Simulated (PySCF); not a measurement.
Li: excitation energy

Li [He] 2s1 (2S) → Li [He] 2p1 (2P), as a difference of total energies. All numbers are calculated (PySCF 2.14, the non-relativistic Hamiltonian (point nucleus), in def2-TZVPPD). Correlated levels: valence and next inner shell: nothing frozen. The calculations carry no spin-orbit coupling.

```tsv
method	excitation energy (cm⁻¹)
UHF	15196
LDA	13349
PBE	13054
PBE0	13659
r2SCAN	13458
PW91	13153
PBEsol	13043
LC-wPBE	15181
BP86	12663
MP2 (valence and next inner shell)	15273
SCS-MP2 (valence and next inner shell)	15291
```

Errors of the correlated levels include the incompleteness of this basis.

For comparison: 14904 cm⁻¹ (measured; NIST levels, between the centres of gravity of the two terms).
